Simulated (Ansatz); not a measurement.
`C[CH]([SiH3])[InH2]` + NH₃ → `[NH2][InH2]` + `CC[SiH3]` at 500 K and 1 bar (ligand exchange at the In–C bond).

Computed with Ansatz on PBE0-D4/def2-TZVP structures; ΔE is electronic, products minus reactants. CBS: MP2 limit from def2 TZ/QZ plus the TZ coupled-cluster correction, frozen cores. This one scheme is used for every species. def2 core potentials past Kr. For In outer-core shells are correlated without core-valence functions, which leaves a few kJ/mol of doubt a bond.

```tsv
species	CCSD(T)/CBS energy (Eh)	H − E (kJ/mol)	S (J/(mol·K))
`C[CH]([SiH3])[InH2]`	-560.37779	293.4	459.3
NH₃	-56.50880	108.2	211.8
`[NH2][InH2]`	-246.90424	126.5	321.9
`CC[SiH3]`	-369.99568	274.2	352.5
```

H − E and S are ideal-gas, rigid-rotor, harmonic terms from PBE0-D4/def2-TZVP, for one conformer and one mirror image of each species. 1 Eh = 2625.50 kJ/mol, R = 8.31446 J/(mol·K).

By hand: ΔE, ΔH, ΔS and ΔG.

ΔE = (-246.90424) + (-369.99568) − (-560.37779) − (-56.50880) = -0.01333 Eh = -35.0 kJ/mol. Δ(H − E) = 126.5 + 274.2 − 293.4 − 108.2 = -0.9, so ΔH = -35.9 kJ/mol. ΔS = 321.9 + 352.5 − 459.3 − 211.8 = 3.3 J/(mol·K). ΔG = -35.9 − 500 × (3.3)/1000 = -37.5 kJ/mol.

By hand: the equilibrium constant, and the temperature at which ΔG would vanish if ΔH and ΔS stayed fixed.

log₁₀ K = −ΔG/(RT ln 10) = 3.9. ΔH and −TΔS have one sign here, so there is no such temperature. One of them is within its doubt of zero, so this could turn.

The number of gas molecules stays the same, so ΔS is small and ΔH decides. A doubt of 5 kJ/mol in ΔE shifts log₁₀ K by 0.5 here. Other conformers and mirror images would add mixing entropy, several J/(mol·K) or more a flexible species. These are equilibria of isolated gas molecules and say nothing of rates. Largest T1 diagnostic: 0.016 (customary marks: 0.02 for closed shells, 0.045 for open ones).
